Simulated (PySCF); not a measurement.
ScF2, SMILES [F][Sc][F] (connectivity only; charge and spin as stated), neutral, multiplicity 2. Atoms are numbered in the order given.

```xyz
3

Sc     0.0000     0.0000     0.4434
F      0.0000    -1.5588    -0.5173
F      0.0000     1.5588    -0.5173
```
Charge 0, spin multiplicity 2.

Geometry: PBE-D3(BJ)/def2-TZVP. The spin state was assumed, not searched. The isomer is the one that the SMILES or the coordinates give; other isomers of the formula were not compared.

All values below come from r2SCAN/def2-TZVPD (PySCF).

Mulliken values depend strongly on the basis, most of all with diffuse functions as here. ESP charges are fitted to the potential on shells at 1.4 to 2.0 van der Waals radii. Atomic charges (e):

```csv
atom,meta-Löwdin,Mulliken,ESP fit,Mulliken spin
Sc1,…,1.10,0.76,1.04
F2,…,-0.55,-0.38,-0.02
F3,…,-0.55,-0.38,-0.02
```

Complete the blanks. (An estimate is asked for; the answer gives what the named calculation found.)


- Sc1, meta-Löwdin: 1.01
- F2, meta-Löwdin: -0.50
- F3, meta-Löwdin: -0.50
